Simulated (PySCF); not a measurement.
A GIAO shielding run with PySCF (density fitting, non-relativistic, gas phase) on `C1[Si](CC)(O)CS1`, C4H10OSSi:

```
$ OMP_NUM_THREADS=1 python probes_run.py task.json out

{"job": {"kind": "nmr", "xc": "PBE0", "basis": "pcSseg-1"}, "charge": 0, "multiplicity": 1}
C      2.320582    -0.163209     0.621774
C      1.380248     0.011421    -0.565210
Si    -0.426238    -0.300428    -0.094146
O     -0.489649    -1.823986     0.476478
C     -1.330768     0.986671     1.002038
S     -2.700046     1.193015    -0.208890
C     -1.790753     0.104761    -1.376104
H      2.213787    -1.161144     1.036573
H      2.092627     0.556796     1.403965
H      3.355907    -0.023643     0.316258
H      1.664747    -0.691285    -1.347557
H      1.502879     1.011539    -0.980416
H     -1.307219    -2.231167     0.757204
H     -0.838808     1.942693     1.158175
H     -1.725439     0.641647     1.954571
H     -1.499989     0.674444    -2.253573
H     -2.428865    -0.716096    -1.692516
```

Hardware: 1 thread of an Arm Neoverse N1, shared host. The job also computes population analyses, field gradients, ring-centre shieldings.

Problem. How large is the calculation?

Solution. 72 electrons, 183 basis functions and 995 auxiliary functions.

Problem. How long does it take, and how much memory does it need?

Solution. 59 s of wall time, with 13 SCF cycles and 5 response iterations; peak memory 0.76 GiB. Times on a shared host scatter by some tens of per cent.
